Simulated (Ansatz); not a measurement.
C3H8GaN (`C/C=C\[NH][GaH2]`) from Hartree–Fock to CCSD(T)

```tsv
atom	x (Å)	y (Å)	z (Å)
C1	-1.051	-0.185	-1.271
C2	-0.579	-1.279	-0.376
C3	0.270	-1.145	0.649
N4	0.890	0.005	1.107
Ga5	0.932	1.799	0.688
H6	-0.222	0.316	-1.785
H7	-1.586	0.598	-0.721
H8	-1.727	-0.568	-2.036
H9	-0.947	-2.281	-0.560
H10	0.525	-2.038	1.213
H11	1.486	-0.198	1.895
H12	1.893	2.551	1.667
H13	0.115	2.427	-0.471
```

Total charge 0; spin multiplicity 1. Correlated methods include outer-core shells of Ga, which these sets cover unevenly. Scalar relativity is left out up to krypton. All single points use the PBE0-D4/def2-TZVP geometry. It is one conformer, not always the lowest. Frozen core, restricted reference, Ansatz 0.2.0.

```csv
basis,HF (Eh),MP2 corr.
def2-SVP,-2095.56438,-0.80095
def2-TZVPP,-2096.00533,-0.94888
def2-QZVPP,-2096.05414,-1.24283
```

Estimate the CCSD correlation energy and the (T) correction in each basis where they were run (hartree).


| basis | CCSD corr. | (T) |
| --- | --- | --- |
| def2-SVP | -0.84222 | -0.02903 |
